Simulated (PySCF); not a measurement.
## Relaxation of singlet [Na3Te]+

Computed with PBE0 in PySCF with Te def2-TZVP with ECP28, Na def2-TZVP; scalar-relativistic core potentials, no spin–orbit coupling; density-fitted integrals. A (50,194) grid was used.

A hand-made trigonal pyramidal start, of C3v symmetry, held to at least that symmetry:

Coordinates in bohr (charge 1 multiplicity 1):
```
Te    0.0000    0.0000   -0.8774
Na    4.7583    0.0000    1.6526
Na   -2.3792    4.1208    1.6526
Na   -2.3791   -4.1208    1.6526
```

Q: What forces act on the atoms at the start (eV/Å)?

A: 
```tsv
atom	Fx	Fy	Fz
Te1	0.01	0.00	0.31
Na2	-0.01	0.00	-0.11
Na3	0.00	0.00	-0.10
Na4	0.00	0.00	-0.10
```

Q: What does it relax to?

A: It ends at C3v with Te–Na 2.810 Å (×3); Na–Te–Na 118.2° (×3) (after a last refinement on a finer grid). A frequency run shows a minimum. Other isomers or separated fragments may lie lower.

Q: How much energy is released, and in how many steps?

A: 8.8 kJ/mol in 6 steps.
